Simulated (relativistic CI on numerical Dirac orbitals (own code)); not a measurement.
# Slater and spin-orbit integrals, Sn23+

These numbers are calculated, not measured: Dirac-Coulomb-Breit CI, orbitals from a KLI potential per configuration, model QED, unscaled Slater integrals (own radial code, finite nucleus).

Slater integrals F^k, G^k are unscaled and averaged over j, outside the closed core [Ne]; ζ comes from projecting the Hamiltonian with its Breit term on Σ l·s of the shell.

- 3s²3p⁶3d⁹: ζ(3d) = 28783 cm⁻¹; <r>(3d) = 0.3004, <r^2>(3d) = 0.106 (bohr units).
- 3s²3p⁵3d¹⁰: ζ(3p) = 238210 cm⁻¹; <r>(3p) = 0.3276, <r^2>(3p) = 0.1242 (bohr units).
- 3s²3p⁶3d⁸4s: F^2(3d,3d) = 338830, F^4(3d,3d) = 217460, ζ(3d) = 29519, G^2(3d,4s) = 33795 cm⁻¹; <r>(3d) = 0.2972, <r^2>(3d) = 0.1036, <r>(4s) = 0.6825, <r^2>(4s) = 0.5227 (bohr units).

(1) Give the Racah parameters of the d shell in 3s²3p⁶3d⁸4s.

Averages of the first 10 configurations, taken without configuration mixing, which lowers the lowest level and can move excited configurations by several eV; other configurations of the list can lie among them:

| Configuration | Parity | States | Average energy above the lowest level (eV) |
| --- | --- | --- | --- |
| 3s²3p⁶3d⁹ | even | 10 | 3.7 |
| 3s²3p⁵3d¹⁰ | odd | 6 | 241.3 |
| 3s3p⁶3d¹⁰ | even | 2 | 396.7 |
| 3s²3p⁶3d⁸4s | even | 90 | 482.1 |
| 3s²3p⁶3d⁸4p | odd | 270 | 536.3 |
| 3s²3p⁶3d⁸4d | even | 450 | 615.7 |
| 3s²3p⁶3d⁸4f | odd | 630 | 693.1 |
| 3s²3p⁴3d¹⁰4s | even | 30 | 952.5 |
| 3s²3p⁵3d⁹4s | odd | 120 | 715.1 |
| 3s²3p⁶3d⁷4s² | even | 120 | 983.4 |

Answers

(1) B = F²/49 − 5F⁴/441 = 4449 cm⁻¹ and C = 35F⁴/441 = 17259 cm⁻¹.
